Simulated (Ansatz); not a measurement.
BH5N, SMILES [NH3+]B, charge +1.

Geometry optimised at ωB97X-D3(BJ)/def2-TZVP. The isomer is the one that the SMILES or the coordinates give; other isomers of the formula were not compared.

Two levels are set side by side: PBE/def2-TZVPD (Ansatz, a program for electronic structure) and CAM-B3LYP/def2-TZVPD (Ansatz). Energy differences of separate SCF runs at the same geometry; the states with an electron removed or added have multiplicity 2 and 2. Differences are taken from unrounded values.

```csv
quantity,CAM-B3LYP
vertical ionisation energy (eV),19.47
vertical electron affinity (eV),5.54
vertical singlet–triplet gap (eV),5.56
```

### Question
What does PBE give, and how far is it from CAM-B3LYP? (An estimate is asked for; the answer gives what the named calculation found.)

### Answer

```tsv
quantity	PBE	PBE minus CAM-B3LYP
vertical ionisation energy (eV)	19.13	-0.34
vertical electron affinity (eV)	5.68	0.14
vertical singlet–triplet gap (eV)	5.13	-0.42
```
